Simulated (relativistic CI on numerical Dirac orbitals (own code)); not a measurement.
**Nb4+: resonant inelastic scattering at the M2,3 edge**

Computed with this model: Dirac-Coulomb-Breit CI, KLI orbitals optimised for each configuration, model QED, valence Slater integrals scaled by 0.7, Kramers-Heisenberg scattering through one core-hole configuration in a parametric crystal field; configurations [Kr] 4d → [Ne] 3s2 3p5 3d10 4s2 4p6 4d2; 80 K; core-hole width 3 eV; summed over polarisations. Incident energies are the highest absorption maxima for each field (at most a few, so the weaker spin-orbit partner edge can be absent), on the computed scale of the free ion. Intensities are in per cent of the strongest line above 0.02 eV; levels within 1 cm⁻¹ are merged; final levels count from the ground level, the first row holds all elastic scattering, lines under 0.4 are left out and each table stops after 24 rows. The scale of the Slater integrals is a model choice and moves the terms in proportion.

Field parameters in Wybourne normalisation: D4h B²₀ = −7Ds, B⁴₀ = 21(Dq − Dt), B⁴₄ = 21√(5/14) Dq. The field is a parameter set, without covalency.

S is read from ⟨S²⟩ = S(S + 1).

D4h, 10Dq = 25350, Ds = -1500, Dt = -450 cm⁻¹:

| Final level (eV) | Degeneracy | Irrep | S | 369.2 eV | 372.2 eV | 384.7 eV |
| --- | --- | --- | --- | --- | --- | --- |
| 0.000 | 2 | Γ7 | 0.50 | 1621.5 | 1441.8 | 273.4 |
| 0.247 | 2 | Γ6 | 0.50 | 28.3 | 7.1 | 58.0 |
| 0.346 | 2 | Γ7 | 0.50 | 100.0 | 33.5 | 15.5 |
| 3.161 | 2 | Γ7 | 0.50 | 22.8 | 88.8 | 5.1 |
| 4.183 | 2 | Γ6 | 0.50 | 9.5 | 56.5 | 7.2 |

D4h, 10Dq = 25350, Ds = -860, Dt = -450 cm⁻¹:

| Final level (eV) | Degeneracy | Irrep | S | 369.2 eV | 372.2 eV | 384.6 eV |
| --- | --- | --- | --- | --- | --- | --- |
| 0.000 | 2 | Γ7 | 0.50 | 1501.1 | 1336.0 | 235.5 |
| 0.030 | 2 | Γ6 | 0.50 | 14.9 | 3.4 | 61.7 |
| 0.151 | 2 | Γ7 | 0.50 | 100.0 | 34.6 | 10.1 |
| 3.182 | 2 | Γ7 | 0.50 | 19.1 | 76.0 | 5.9 |
| 3.887 | 2 | Γ6 | 0.50 | 6.9 | 40.2 | 6.7 |

For the first field the strongest loss at the lowest incident energy is the level at 0.35 eV (S = 0.50, against 0.50 in the thermal ground state).
